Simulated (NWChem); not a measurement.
**Correlation energy of PbS**

```
Pb
S 1 2.3407
```
Charge 0, spin multiplicity 1.

All runs are NWChem calculations. Structure: optimised with PBE/def2-SVP with def2 effective core potentials on Pb, a minimum by its harmonic frequencies.

Basis set: def2-TZVP. Each correlation energy counts from its own Hartree-Fock reference.

Effective core potentials replace the inner electrons of Pb; spin-orbit coupling is left out. The correlated methods keep 9 core orbitals frozen. The structure started from a generated list of species. No row is a measurement; the coupled-cluster row has its own basis-set and correlation limits.

Question: For the correlation energy, MP2 gives -561.9 mHa and SCS-MP2 gives -513.7 mHa. What do CR-CCSD[T], CR-CCSD(T), CCSD give?

Answer: CR-CCSD[T]: -560.3 mHa; CR-CCSD(T): -558.5 mHa; CCSD: -540.7 mHa.
